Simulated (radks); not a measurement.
These are the eigenvalues of the occupied orbitals of an atom or ion with whole-number occupations (hartree). Method: Dirac Kohn-Sham, BLYP, spin-unpolarised, spherical densities, finite nucleus; Fermi nuclear charge, rms radius of each element as measured or else 0.836 A^(1/3) + 0.57 fm; computed with a radial shooting solver on a logarithmic mesh with Libxc functionals.

| orbital | eigenvalue |
|---|---|
| 1s1/2 | -1724.899 |
| 2s1/2 | -380.8103 |
| 2p1/2 | -368.9199 |
| 2p3/2 | -349.0467 |
| 3s1/2 | -156.6565 |

Which element is it, and in what charge state? The configuration may be excited. Open shells, if any, fill j = l - 1/2 first.

Answer. Z = 60, neodymium, charge +49: Nd49+ in [Ne] 3s1. The list shows which subshells hold electrons but not how many an open one holds; the 1s level, -1724.9 hartree, gives Z - s = 58.7 by -(Z - s)^2/2, which with screening and relativity narrows Z to a few neighbours, and the depths of the outer levels then fix element, charge and occupations together.
